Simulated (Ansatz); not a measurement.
Reaction (redistribution): `CNBOCF` + `CCBO` → `OBOCF` + `CCBNC`

Calculated with Ansatz (gas phase, PBE0-D4/def2-TZVP geometries, no zero-point term in ΔE). CBS: MP2 limit from def2 TZ/QZ plus the TZ coupled-cluster correction, frozen cores. Functionals use def2-TZVPP. B3LYP here is the variant with VWN-RPA as its local correlation; programs differ in this. Each species was taken in one conformer, which may not be the lowest.

```csv
level,ΔE (kJ/mol),difference from CCSD(T)/CBS
PBE-D4,-24.7,0.0
B3LYP-D4,-24.2,0.5
ωB97X-V,-23.2,1.5
ωB97M-V,-24.0,0.7
r2SCAN,-24.5,0.2
PBE0,-25.4,-0.7
HF/def2-QZVPP,-24.4,0.3
MP2/def2-QZVPP,-25.9,-1.2
SCS-MP2/def2-QZVPP,-25.0,-0.3
CCSD/CBS(def2),-24.7,0.0
CCSD(T)/CBS,-24.7,0
```

Largest T1 diagnostic among the species: 0.013.
